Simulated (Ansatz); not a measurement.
Ansatz results at the PBE0-D4/def2-TZVP geometry: size of the dipole moment (ωB97M-V/def2-TZVPP) 1.91 D; HOMO–LUMO gap (PBE0/def2-TZVPP) 7.84 eV; LUMO energy (PBE0/def2-TZVPP) -0.11 eV.

(1) Which molecule gave them?
A. `[CH3][SnH]([F])[SiH2]F`
B. `CC(O)(F)C=O`
C. `C[Si](F)(F)[SnH3]`
D. `[CH3][AlH][C](=N)O`

Answers

(1) C. The others give `[CH3][AlH][C](=N)O`: 1.72, 5.56, -1.72; `[CH3][SnH]([F])[SiH2]F`: 2.92, 7.02, -0.98; `CC(O)(F)C=O`: 2.13, 6.65, -1.63.
